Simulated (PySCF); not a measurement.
H2Si2, SMILES [Si]=[SiH2] (connectivity only; charge and spin as stated), neutral, multiplicity 1. Heavy atoms are numbered as in [SiH2:1]=[Si:2]. Hydrogens are named by the atom that carries them.

Coordinates come from a TPSSh-D3(BJ)/def2-TZVP optimisation. The isomer is the one that the SMILES or the coordinates give; other isomers of the formula were not compared.

Calculation: HF/pcSseg-2 (PySCF).

GIAO shieldings, no solvent; atoms alike by connectivity are averaged. δ = σ(ref) − σ: ²⁹Si against TMS (σ = 383.2 ppm); ¹H against TMS (σ = 31.98 ppm), references at their B3LYP-D3(BJ)/def2-TZVP geometries, non-relativistic.

```csv
nucleus,atoms,count,δ (ppm)
²⁹Si,Si2,1,3046.8
²⁹Si,Si1 (SiH2),1,359.5
¹H,H on Si1,2,12.39
```
